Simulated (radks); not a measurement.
Results of a calculation; reference values are marked as such.
Initial-state core-level shifts of the nickel ion Ni+ when its valence configuration changes from [Ar] 3d9. Level of theory: scalar-relativistic Kohn-Sham, PBE, spin-polarised, spherical densities, point nucleus; open shells are filled with parallel spins first (a radial shooting solver on a logarithmic mesh with Libxc functionals). Shifts are changes of the shell-averaged eigenvalues in eV (positive: less bound).

| valence | 2s | 2p | 3s | 3p |
|---|---|---|---|---|
| 3d8 4s1 | -6.255 | -6.192 | -5.661 | -5.510 |
| 3d8.5 4p0.5 | -3.704 | -3.678 | -3.522 | -3.455 |
| 3d8 4p1 | -7.788 | -7.729 | -7.296 | -7.146 |
| 3d7 4s2 | -14.214 | -14.079 | -12.578 | -12.239 |
| 3d7 4s1 4p1 | -15.530 | -15.391 | -13.909 | -13.559 |
| 3d7 4p2 | -16.977 | -16.839 | -15.425 | -15.071 |
| 3d5 4s2 4p2 | -36.760 | -36.442 | -31.104 | -30.284 |
